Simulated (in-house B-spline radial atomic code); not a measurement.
**The praseodymium ion Pr²¹⁺: [Ar] 3d10 4s1 4p6 4d3 (with a hole in an inner shell)**

Computed with a radial B-spline atomic code at the basis-set limit: Dirac-Hartree-Fock, average of configuration, Fermi nucleus of rms radius 4.8919 fm.

Z_r = [3n² - l(l+1)]/(2<r>); Z_e = n√(-2ε); the last column is Slater's effective charge. Values are occupation-weighted means over j. An effective charge above Z reflects the relativistic contraction of the inner shells.

| shell | electrons | ε (eV) | <r> (bohr) | Z_r | Z_e | Slater |
| --- | --- | --- | --- | --- | --- | --- |
| 1s | 2 | -42825 | 0.02409 | 62.27 | 56.10 | 58.70 |
| 2s | 2 | -7493.1 | 0.1024 | 58.59 | 46.94 | 54.85 |
| 2p | 6 | -6775.9 | 0.09024 | 55.40 | 44.63 | 54.85 |
| 3s | 2 | -2104.1 | 0.2694 | 50.10 | 37.31 | 47.75 |
| 3p | 6 | -1870.7 | 0.2667 | 46.88 | 35.18 | 47.75 |
| 3d | 10 | -1536.3 | 0.2444 | 42.96 | 31.88 | 37.85 |
| 4s | 1 | -832.68 | 0.5811 | 41.30 | 31.29 | 31.60 |
| 4p | 6 | -739.32 | 0.6023 | 38.19 | 29.49 | 31.60 |
| 4d | 3 | -624.06 | 0.6209 | 33.82 | 27.09 | 23.30 |

The least bound orbital is 4d5/2 at -622 eV, and it is also the most diffuse (<r> = 0.6232 bohr). The part-filled 4s shell lies below the filled 4p shell in orbital energy.

Spin-orbit splittings of the orbital energies (j = l + 1/2 above j = l - 1/2 when positive): 2p 484.2 eV, 3p 99.62 eV, 3d 21.27 eV, 4p 25.88 eV, 4d 5.087 eV.

For the 1s electron the small component carries 4.78 % of the norm, the zero-frequency Breit interaction raises the level by 115.8 eV, self-energy by 67.89 eV, and vacuum polarisation lowers it by 10.27 eV.
